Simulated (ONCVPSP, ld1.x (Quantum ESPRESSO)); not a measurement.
# Pseudopotentials across the periodic table

Generated with ld1.x 7.5 (TM, RRKJ, ultrasoft, PAW), atompaw 4.2 or ONCVPSP 4.0.1. The cutoff is in Ry: for ld1.x and atompaw files where the sum of valence levels is converged to 10 mRy in a Bessel basis, for ONCV files where the hardest occupied wave has 1 mHa per electron of residual kinetic energy. The error is the largest all-electron minus pseudo excitation energy over each file’s own four to seven test configurations (ionisations up to +4, promotions, holes and added fractions of an electron), all of which were solved. The labels leave out finer settings (local radius, basis sizes, second energies), which also bear on the numbers. Spin-polarised tests are not counted. The rows are a selection from randomly drawn settings: files with unsolved tests, undetermined cutoffs or missed reference levels are left out.

| element | potential | cutoff (Ry) | largest error (meV) | bound ghosts |
| --- | --- | --- | --- | --- |
| S | ONCV, PBEsol, scalar-relativistic, rc 0.85/0.80/0.65 (spd), local d, core correction yes, reference 2s2 2p6 3s2 3p4, qcut 18.2/15.2/12.7, projectors 2/2/0 | 207 | +11 | none |
| Ti | ONCV, PBE, scalar-relativistic, rc 1.50/1.15/2.05 (spd), local smoothed, core correction no, reference 3s2 3p6 3d2 4s2, qcut 9/7.7/8.4, projectors 2/3/2 | 50 | +84 | none |
| Tc | ONCV, LDA (Perdew-Wang 92), scalar-relativistic, rc 1.95/1.85/2.40 (spd), local smoothed, core correction yes, reference 4s2 4p6 4d5 5s1.5, qcut 5.4/8.8/5.3, projectors 2/1/2 | 27 | +66 | none |
| Rh | ONCV, LDA (Perdew-Zunger), scalar-relativistic, rc 1.90/1.05/1.95 (spd), local smoothed, core correction no, reference 4s2 4p6 4d8 5s0.5, qcut 8/6.7/6.6, projectors 2/2/3 | 308 | +12 | none |
| Sn | ONCV, LDA (Perdew-Wang 92), scalar-relativistic, rc 1.15/1.60/1.55/1.50 (spdf), local smoothed, core correction yes, reference 4s2 4p6 4d10 5s1 5p3, qcut 11.6/8.3/12.3/8.6, projectors 2/2/2/3 | 97 | -138 | none |
| Os | ONCV, PBE, fully relativistic, rc 2.10/1.86/2.94 (spd), local smoothed, core correction yes, reference 5s2 5p6 5d6 6s1, qcut 7.3/6.8/7.8, projectors 2/1/2 | 31 | -109 | none |
| Tl | TM, PBE, scalar-relativistic, rc 2.20/2.85 (sp), local s, core correction no, reference 6s2 6p1 | 18 | +189 | none |

**Question.** Fill in the row for Cl: ONCV, PBE, scalar-relativistic, rc 1.20/1.40/1.20 (spd), local s, core correction yes, reference 3s2 3p5, qcut 6.9/4.6/9.4, projectors 0/2/1.

**Answer.** cutoff 33 Ry, largest error +46 meV, bound ghosts: none.

**Question.** Fill in the row for Ba: ONCV, PBE, scalar-relativistic, rc 2.55/2.20/2.60 (spd), local smoothed, core correction yes, reference 5s2 5p6 6s2, qcut 5.4/3.2/3.7, projectors 2/3/2.

**Answer.** cutoff 74 Ry, largest error -4.5 meV, bound ghosts: none.
